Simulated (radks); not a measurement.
Values are calculated unless marked as measured or tabulated.
Sb4+, 47 electrons, occupied as [Kr] 4d10 5s1 (the NIST ground configuration).

Level of theory: scalar-relativistic Kohn-Sham, LDA (Slater exchange, VWN5 correlation), spin-polarised, spherical densities, point nucleus; open shells are filled with parallel spins first (spin-orbit coupling, left out, can overturn this in heavy ions) (a radial shooting solver on a logarithmic mesh with Libxc functionals).

Energy parts (hartree):
| part | energy |
|---|---|
| total | -6472.53210 |
| kinetic | 6768.08104 |
| electron-nucleus | -15585.20304 |
| Hartree | 2507.96999 |
| exchange-correlation | -163.38009 |

Orbitals (lengths in bohr, moments of r in powers of bohr; r(max) is where P^2 peaks; r(90%) holds 90 % of the orbital's charge):
[
 {"orbital": "1s up", "occ.": "1", "eigenvalue (hartree)": "-1114.048", "r(max)": "0.01837", "r(90%)": "0.0511"},
 {"orbital": "1s down", "occ.": "1", "eigenvalue (hartree)": "-1114.046", "r(max)": "0.01837", "r(90%)": "0.0511"},
 {"orbital": "2s up", "occ.": "1", "eigenvalue (hartree)": "-170.9121", "r(max)": "0.1038", "r(90%)": "0.190"},
 {"orbital": "2s down", "occ.": "1", "eigenvalue (hartree)": "-170.9109", "r(max)": "0.1038", "r(90%)": "0.190"},
 {"orbital": "2p up", "occ.": "3", "eigenvalue (hartree)": "-153.6911", "r(max)": "0.08306", "r(90%)": "0.174"},
 {"orbital": "2p down", "occ.": "3", "eigenvalue (hartree)": "-153.6898", "r(max)": "0.08306", "r(90%)": "0.174"},
 {"orbital": "3s up", "occ.": "1", "eigenvalue (hartree)": "-34.76905", "r(max)": "0.3003", "r(90%)": "0.487"},
 {"orbital": "3s down", "occ.": "1", "eigenvalue (hartree)": "-34.76708", "r(max)": "0.3003", "r(90%)": "0.487"},
 {"orbital": "3p up", "occ.": "3", "eigenvalue (hartree)": "-29.15453", "r(max)": "0.2936", "r(90%)": "0.494"},
 {"orbital": "3p down", "occ.": "3", "eigenvalue (hartree)": "-29.15254", "r(max)": "0.2936", "r(90%)": "0.494"},
 {"orbital": "3d up", "occ.": "5", "eigenvalue (hartree)": "-20.56075", "r(max)": "0.2440", "r(90%)": "0.481"},
 {"orbital": "3d down", "occ.": "5", "eigenvalue (hartree)": "-20.55895", "r(max)": "0.2440", "r(90%)": "0.481"},
 {"orbital": "4s up", "occ.": "1", "eigenvalue (hartree)": "-7.03901", "r(max)": "0.7219", "r(90%)": "1.14"},
 {"orbital": "4s down", "occ.": "1", "eigenvalue (hartree)": "-7.03473", "r(max)": "0.7219", "r(90%)": "1.14"},
 {"orbital": "4p up", "occ.": "3", "eigenvalue (hartree)": "-5.31376", "r(max)": "0.7614", "r(90%)": "1.25"},
 {"orbital": "4p down", "occ.": "3", "eigenvalue (hartree)": "-5.30826", "r(max)": "0.7613", "r(90%)": "1.25"},
 {"orbital": "4d up", "occ.": "5", "eigenvalue (hartree)": "-2.80099", "r(max)": "0.8448", "r(90%)": "1.56"},
 {"orbital": "4d down", "occ.": "5", "eigenvalue (hartree)": "-2.78981", "r(max)": "0.8439", "r(90%)": "1.55"},
 {"orbital": "5s up", "occ.": "1", "eigenvalue (hartree)": "-1.86871", "r(max)": "1.770", "r(90%)": "2.76"},
 {"orbital": "5s down", "occ.": "0", "eigenvalue (hartree)": "-1.82291", "r(max)": "1.762", "r(90%)": "2.77"},
 {"orbital": "5p up", "occ.": "0", "eigenvalue (hartree)": "-1.46450", "r(max)": "2.008", "r(90%)": "3.16"},
 {"orbital": "5p down", "occ.": "0", "eigenvalue (hartree)": "-1.41873", "r(max)": "2.005", "r(90%)": "3.19"},
 {"orbital": "6s up", "occ.": "0", "eigenvalue (hartree)": "-0.82041", "r(max)": "3.750", "r(90%)": "5.39"},
 {"orbital": "6s down", "occ.": "0", "eigenvalue (hartree)": "-0.80755", "r(max)": "3.794", "r(90%)": "5.46"}
]

The highest occupied level is 5s up at -50.850 eV. Summed over all electrons, <r^2> = 24.81 bohr^2, which gives a Langevin (diamagnetic) susceptibility term of -19.6 x 10^-6 cm^3/mol. Spin moment in Bohr magnetons: 1. For comparison, the ionisation energy in NIST's Atomic Spectra Database is 55.0 eV (semi-empirical). In exact Kohn-Sham theory the highest level is minus the ionisation energy, but local and semilocal functionals leave it too shallow, through self-interaction and a potential that decays too fast; potentials with the right tail come closer. The density falls to 0.001 e/bohr^3 at r = 3.12 bohr.
